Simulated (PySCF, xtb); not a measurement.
CH4N2O2Si, SMILES O(C#N)[Si@@H](N)O. The values are those of a single conformer.

Harmonic wavenumbers (cm⁻¹) from GFN2-xTB in xtb 6.7.1 at its own minimum, in rising order: 37, 83, 106, 214, 228, 266, 298, 366, 491, 503, 629, 684, 716, 752, 807, 887, 992, 1254, 1495, 2352, 2468, 3501, 3558, 3661.

**Question.** What does TPSSh-D3(BJ)/def2-SVP in PySCF 2.14.0 give at its own minimum? (Estimate from the structure and the level; the computed values follow.)

**Answer.** 34, 98, 191, 259, 293, 318, 346, 385, 507, 528, 656, 734, 792, 853, 883, 910, 1014, 1191, 1542, 2344, 2362, 3575, 3676, 3789. Paired by order, the mean absolute difference is 54 cm⁻¹ and the zero-point energies are 37.7 and 39.0 kcal/mol.
